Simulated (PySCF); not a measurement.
# Fractional electron number in Re⁺ (rhenium, charge +1)

The 6s alpha orbital of [Xe] 4f14 5d5 6s1 is emptied in steps (occupation f), with all orbitals relaxed, ending at [Xe] 4f14 5d5. All numbers are calculated (PySCF 2.14, a scalar-relativistic core potential, in aug-cc-pVTZ-PP with ECP60MDF (6s6p5d3f2g, 88 functions)). The exact energy is a straight line in f; departures are measured from the line between the end points of the same method.

```tsv
f	r2SCAN0 (eV)
1	0.000
0.8	-0.384
0.6	-0.574
0.4	-0.574
0.2	-0.382
0	0.000
```

```csv
method,E(f=0) − E(f=1) (eV),−ε at f=1 (eV),−ε at f=0.4 (eV)
r2SCAN0,16.945,14.531,17.425
```

Orbital energy along the path (eV):

```tsv
f	r2SCAN0
1	-14.531
0.8	-15.512
0.6	-16.474
0.4	-17.425
0.2	-18.378
0	-19.337
```

Reference removal energy between the ground levels: 16.6 ± 0.5 eV (semi-empirical (NIST evaluation); NIST Atomic Spectra Database, ionization energies).
